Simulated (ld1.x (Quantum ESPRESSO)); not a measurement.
## Ni: excitation energies, all-electron against ultrasoft

```
Element                 : Ni
Generator               : ld1.x (Quantum ESPRESSO) 7.5
Type                    : ultrasoft
Functional              : LDA (PZ)
Relativity              : scalar-relativistic
Frozen core             : [Ar]
Valence charge          : 10
Reference configuration : 3d8 4s1.5 4p0 (charge +0.5)
Partial waves           : 4s (bound): rcut 2.40, rcutus 2.60 bohr; 4s channel at 0.8 Ry: rcut 2.40, rcutus 2.60 bohr; 4p (bound, empty): rcut 1.80, rcutus 2.50 bohr; 4p channel at 0.8 Ry: rcut 1.80, rcutus 2.50 bohr; 3d (bound): rcut 1.10, rcutus 1.40 bohr; 3d channel at -0.3 Ry: rcut 1.10, rcutus 1.40 bohr
Local potential         : all-electron potential smoothed inside 2.05 bohr (lloc = -2)
Core correction         : a·sin(br)/r model core, default radius (core density twice the valence density)
Augmentation charge     : PSQ, radius 1.25 bohr
```

Energies are relative to the spin-unpolarised reference configuration 3d8 4s1.5 4p0; without spin polarisation the order of configurations can differ from experiment. Spin-polarised rows fill each open shell by Hund’s rule, majority spin first.

```json
{"valence configuration": "3d8 4s2 4p0", "charge": "0", "ΔE all-electron (eV)": "-3.843", "error AE − PS (meV)": "+0.4"}
{"valence configuration": "3d8 4s1 4p0", "charge": "+1", "ΔE all-electron (eV)": "5.758", "error AE − PS (meV)": "-0.5"}
{"valence configuration": "3d8 4s0 4p0", "charge": "+2", "ΔE all-electron (eV)": "23.417", "error AE − PS (meV)": "-2.2"}
{"valence configuration": "3d7 4s2 4p1", "charge": "0", "ΔE all-electron (eV)": "6.813", "error AE − PS (meV)": "-45"}
{"valence configuration": "3d7 4s2 4p0", "charge": "+1", "ΔE all-electron (eV)": "12.563", "error AE − PS (meV)": "-50"}
{"valence configuration": "3d8 4s1.5 4p0 (spin-polarised)", "charge": "+0.5", "ΔE all-electron (eV)": "-1.057", "error AE − PS (meV)": "-6.0"}
{"valence configuration": "3d8 4s2 4p0 (spin-polarised)", "charge": "0", "ΔE all-electron (eV)": "-4.755", "error AE − PS (meV)": "-7.5"}
```

Task: What are ΔE and the potential's error for 3d8.5 4s1.5 4p0?

Result: ΔE = -5.044 eV all-electron; the error (AE − PS) is -9.1 meV.

Task: What are ΔE and the potential's error for 3d9 4s1 4p0?

Result: ΔE = -5.472 eV all-electron; the error (AE − PS) is -32 meV.

Levels in the configuration 3d7 4s2 4p1:

```
level  all-electron (eV)  pseudo (eV)
   3d            -16.448      -16.541
   4s             -8.271       -8.287
   4p             -2.757       -2.757
```
